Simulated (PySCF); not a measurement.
C₄H₈OSi, SMILES O1C(C)=C[C@@H]1[SiH3]. Heavy atoms are numbered as in [CH3:1][C:2]1=[CH:3][C@H:4]([SiH3:5])[O:6]1. Hydrogens are named by the atom that carries them.

The structure is a stationary point at B3LYP-D3(BJ)/def2-SVP. The structure was generated by enumeration; whether it is a known compound was not checked.

Computed with PBE/pcSseg-1 run with PySCF.

GIAO shieldings, no solvent; atoms alike by connectivity are averaged. δ = σ(ref) − σ: ¹³C against TMS (σ = 182.0 ppm); ²⁹Si against TMS (σ = 335.4 ppm); ¹⁷O against H2O (σ = 334.3 ppm); ¹H against TMS (σ = 31.49 ppm), references at their B3LYP-D3(BJ)/def2-TZVP geometries, non-relativistic.

Q: Estimate the chemical shifts. (The exact figures need the calculation; the answer reports its results.)

A: 
```
nucleus       atoms  count  δ (ppm)
-------  ----------  -----  -------
¹³C              C2      1    170.1
¹³C         C3 (CH)      1    109.4
¹³C         C4 (CH)      1     86.5
¹³C        C1 (CH3)      1     19.7
²⁹Si     Si5 (SiH3)      1    -67.9
¹⁷O              O6      1    219.0
¹H          H on C3      1     5.94
¹H          H on C4      1     5.81
¹H         H on Si5      3     4.25
¹H          H on C1      3     2.25
```
